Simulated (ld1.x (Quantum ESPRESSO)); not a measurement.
**Debugging a pseudopotential input (Hg, ld1.x (Quantum ESPRESSO) 7.5)**

Command:

```bash
ld1.x < Hg.in > Hg.out
```

Input:

```
&input
   title='Hg', zed=80., rel=1, dft='PBESOL', iswitch=3,
   config='[Xe] 4f14 5d10 6s1.75 6p0',
   nld=3, rlderiv=3.20, eminld=-3.0, emaxld=5.0, deld=0.02
 /
 &inputp
   pseudotype=1, tm=.true., lloc=2,
   nlcc=.true., rcore=1.30,
   file_pseudopw='Hg.pp', file_wfcaegen='ae.wfc', file_wfcncgen='nc.wfc'
 /
3
6S  1  0   1.75   0.00  1.65  1.65  0.0
6P  2  2   0.00   0.00  2.95  2.95  0.0
5D  3  2  10.00   0.00  1.30  1.30  0.0
 &test
   configts(1)='5d10 6s1.75 6p0'
 /
```

This is an input that runs to its end, with one change: angular momentum of 6P typed wrongly.

Problem. How does the run end?

Solution. The program refuses the input: "read_psconfig: ps-label wrong?".

```
Program LD1 v.7.5

 %%%%%%%%%%%%%%%%%%%%%%%%%%%%%%%%%%%%%%%%%%%%%%%%%%%%%%%%%%%%%%%%%%%%%%%%%%%%%%
     Error in routine read_psconfig (2):
     ps-label wrong?
 %%%%%%%%%%%%%%%%%%%%%%%%%%%%%%%%%%%%%%%%%%%%%%%%%%%%%%%%%%%%%%%%%%%%%%%%%%%%%%

     stopping ...
```
